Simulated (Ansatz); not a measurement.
Two structures of GeNH$_{5}$O, singlet, reached by relaxing down either side of one saddle point (PBE0-D4/def2-TZVP). Energies are electronic, without zero-point energy. Program: Ansatz 0.2.0. Basis: def2-TZVPP and def2-QZVPP. Cores are frozen in the correlated methods. Filled d shells of the heavier atoms are correlated. The def2 sets are not built for correlating such inner shells, so the correlated values are less sure here. Extrapolation: Hartree–Fock as exp(−7.88 √X), correlation as X^−2.97. First:

Ge1  (-0.607, 0.149, 0.166)
N2  (1.221, 0.162, 0.264)
O3  (-1.059, -1.036, -1.079)
H4  (-0.479, -0.970, -1.842)
H5  (-1.022, 1.578, -0.233)
H6  (-1.342, -0.365, 1.414)
H7  (1.649, -0.568, 0.814)
H8  (1.639, 1.051, 0.495)
(Å)

Second:

Ge1  (-1.115, 0.126, 0.039)
N2  (1.012, -0.099, -0.013)
O3  (-1.454, -0.763, -1.315)
H4  (1.046, -0.673, -0.854)
H5  (-1.135, 1.679, 0.067)
H6  (-1.322, -0.407, 1.484)
H7  (1.424, -0.613, 0.759)
H8  (1.545, 0.750, -0.167)
(Å)

Task: Which bonds change from the first to the second?

Result: GeNH₅O ([NH2][GeH2][OH]) → GeH₂O ([O][GeH2]) + NH₃ (still joined by a long Ge–N bond); bonds formed: N2–H4; bonds broken: O3–H4; bonds weakened to dative contacts: Ge1–N2.

Task: Give the saddle point's structure and its height above each. (Judge from chemistry; the value comes from the calculation.)

Result: The calculation gives: 1.757 eV above the first and 0.363 eV above the second (CCSD(T) at an estimated basis limit (MP2 extrapolated from triple and quadruple zeta, plus CCSD(T) − MP2 in triple zeta)).
```
8
angstrom
Ge -0.9707 0.1809 0.1389
N 1.0026 -0.0800 0.0139
O -0.9018 -0.7815 -1.2695
H 0.4649 -0.6449 -0.8887
H -1.2408 1.6988 0.0644
H -1.4284 -0.4038 1.4921
H 1.4761 -0.6687 0.6888
H 1.5981 0.6992 -0.2400
```

No T1 diagnostic of these runs exceeds 0.018.

Labels in which every atom is bracketed show which atoms are joined, not bond orders.

For scale, one of the runs: CCSD(T)/def2-TZVPP, 180 basis functions, launched by `ansatz run in.yaml --threads 4 --pin off --events-out ev --progress --plain --max-ram 9574MiB`. Time: 42 s of wall clock on 4 CPU threads of an Arm Neoverse V1; the host was shared. Peak host memory: 1.8 GiB.
